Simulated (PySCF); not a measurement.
Input file for PySCF: R-HF/3-21G on ClGaH2 (SMILES [Cl][GaH2]), a point of a bond scan (R = 1.557 Å).

```python
from pyscf import gto, scf, dft, mp
from pyscf.data.elements import chemcore

mol = gto.M(
    atom='''
    Ga   -0.00289679   -0.23188832   -0.67116797
    H    -1.40910429   -0.31184703   -1.33456264
    H     1.39793515   -0.58224349   -1.25325605
    Cl    0.00593939    0.47544872    1.37611916
    ''',
    basis='3-21g',
    charge=0, spin=0, verbose=3, max_memory=1800)
mf = scf.RHF(mol)
mf.conv_tol = 1e-8
mf.max_cycle = 100
mf.kernel()
if not mf.converged:
    mf = mf.newton().run(mf.mo_coeff, mf.mo_occ)
```

Program output:

```
converged SCF energy = -2372.33207503516
```

The run converged.

Cost: about 0.3 core-seconds (a rough figure).
